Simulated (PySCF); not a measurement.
# Spin states and ions at one geometry of TlBr3

PySCF 2.14.0, RKS B3LYP, Tl def2-SVP with ECP60, Br def2-SVP; non-relativistic Hamiltonian with scalar-relativistic core potentials where named; density fitting; no spin-orbit coupling; singlets restricted, open shells unrestricted. The geometry is relaxed for charge 0, singlet, vacuum:

```xyz
4

Tl    0.0000    0.0000    0.0000
Br    2.5591    0.0000    0.0000
Br   -1.2795    2.2163    0.0000
Br   -1.2796   -2.2163    0.0000
```

Energies count from the relaxed state; an electron taken off or put on is at rest in vacuum. Charges and spins are Mulliken's.

| state | energy (eV) | spin squared | charge on Tl1 (e) | spin on Tl1 (e) | dipole about the centre of mass (D) |
| --- | --- | --- | --- | --- | --- |
| charge 0, singlet, vacuum | 0.00 | 0.00 | 0.56 | 0.00 | 0.00 |
| charge +1, doublet, vacuum | 10.32 | 0.75 | 0.65 | -0.06 | 0.00 |
| charge -1, doublet, vacuum | -2.39 | 0.75 | 0.27 | 0.36 | 0.00 |

**Question.** What does the state charge 0, triplet, vacuum give?

**Answer.** energy (eV) 2.71, spin squared 2.01, charge on Tl1 (e) 0.39, spin on Tl1 (e) 0.35, dipole about the centre of mass (D) 0.19.

With an electron taken off (doublet) the charges change, summed by element, by Tl +0.10 e, Br +0.90 e. The vertical ionisation energy is 10.32 eV, against −ε(HOMO) = 8.29 eV of the relaxed state. The level lies 2.0 eV too high, as is usual for semilocal functionals and global hybrids, which keep a self-interaction error.

With an electron put on (doublet) the charges change, summed by element, by Tl -0.28 e, Br -0.72 e. The vertical electron affinity is 2.39 eV, against −ε(LUMO) = 4.41 eV of the relaxed state. The basis has no diffuse functions, which an added electron needs.

Open shells may have lower solutions than those found.
